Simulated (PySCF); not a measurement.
Precursor series MOX3, M = Nb. All species are isolated molecules in the gas phase. One relaxed conformer stands for each flexible species; it need not be the lowest.

The HOMO–LUMO gap from two functionals at the same geometries (TPSS-D3(BJ)/def2-SVP), both in PySCF: PBE-D3(BJ)/def2-TZVP and TPSSh-D3(BJ)/def2-TZVP. 

| species | PBE-D3(BJ)/def2-TZVP (eV) |
|---|---|
| X = F ([Nb(=O)(F)3]) | 5.61 |
| X = OH | 5.83 |
| X = H ([Nb(=O)(H)3]) | 4.04 |
| X = SH ([Nb(=O)(SH)3]) | 3.09 |

### Question
What does TPSSh-D3(BJ)/def2-TZVP give for each?

### Answer

- X = F ([Nb(=O)(F)3]): 6.74
- X = OH: 7.00
- X = H ([Nb(=O)(H)3]): 5.31
- X = SH ([Nb(=O)(SH)3]): 3.94
Over these rows, drawn at random from the members with no instability flagged (it was tested for open shells, ions and some series alone), PBE minus TPSSh-D3(BJ): mean -1.10 eV, from -1.27 eV to -0.85 eV.
